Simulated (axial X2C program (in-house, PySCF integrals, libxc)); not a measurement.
**What spin–orbit coupling does to Se₂⁺**

Computed with an in-house all-electron X2C program for linear molecules (integrals from PySCF). Spin-free means the one-electron spin-free X2C Hamiltonian; two-component (2c) means X2C with spin–orbit coupling and atomic mean-field two-electron Coulomb and Gaunt terms, so the difference of the two also holds small scalar two-electron terms. Basis: Se dyall-cv3z [8s9p6d4f1g] (cores contracted in-house); Gaussian nuclei, density fitting, unrestricted open shells. Masses: Se 79.917 u.

Spin-free state: M_S = 1/2, Λ = 1 (beyond evenly filled blocks: π+α); fragments Se+ + Se.

| level | Re (Å) | ωe (cm⁻¹) | De (eV) |
| --- | --- | --- | --- |
| PBE0 | 2.083 | 456.2 | 4.212 |
| r2SCAN0 | 2.070 | 467.8 | 3.887 |

Problem. Within this multiplet, which Ω should lie lowest by the rule for regular and inverted multiplets?

Solution. The open π shell holds one electron, so the multiplet is regular: Ω = Λ − 1/2 = 1/2. The PBE0 2c search agrees.

Two-component determinant lowest at the distance of the search:

Ω = 1/2 (⟨Sz⟩ = -0.50, ⟨Lz⟩ = 1.00 at PBE0); fragments Se+ + Se.

| level | Re (Å) | ωe (cm⁻¹) | De (eV) |
| --- | --- | --- | --- |
| PBE0 | 2.085 | 454.8 | 4.282 |
| r2SCAN0 | 2.072 | 466.5 | n/a |

Problem. From the two tables, how do the constants change at the PBE0 level (2c against spin-free)?

Solution. At the PBE0 level Re rises by 0.002 Å and ωe falls by 1.4 cm⁻¹; De changes by 0.070 eV.

One determinant describes the state; a PBE0 search over occupations chose it and may have missed a lower one. Dissociation energies refer to the lowest single-determinant-based atoms at the same level and basis. De is not given where an atomic determinant may have missed its ground term or J level, or where the truncated virtual space spoils (T). Density functionals use the spin component along the axis (collinear). Without a current term, density functionals place determinants with orbital angular momentum somewhat too high.
